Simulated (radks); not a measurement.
Isoelectronic series with 3 electrons, all held in the configuration [He] 2s1, which need not be the ground one along the series. Method: Dirac Kohn-Sham, PBE, spin-unpolarised, spherical densities, point nucleus; computed with a radial shooting solver on a logarithmic mesh with Libxc functionals. Total energies (hartree) and mean radii <r> (bohr):

S13+: E (hartree) -272.69742; 2s1/2 0.4055; 1s1/2 0.09598
Sc18+: E (hartree) -477.51800; 2s1/2 0.3016; 1s1/2 0.07240
Fe23+: E (hartree) -740.64303; 2s1/2 0.2395; 1s1/2 0.05800
Ga28+: E (hartree) -1063.22739; 2s1/2 0.1981; 1s1/2 0.04826
Kr33+: E (hartree) -1446.72670; 2s1/2 0.1685; 1s1/2 0.04121
Nb38+: E (hartree) -1892.93153; 2s1/2 0.1461; 1s1/2 0.03587
Pd43+: E (hartree) -2404.01177; 2s1/2 0.1286; 1s1/2 0.03167
Sb48+: E (hartree) -2982.57411; 2s1/2 0.1145; 1s1/2 0.02827
Ba53+: E (hartree) -3631.7364; 2s1/2 0.1029; 1s1/2 0.02545
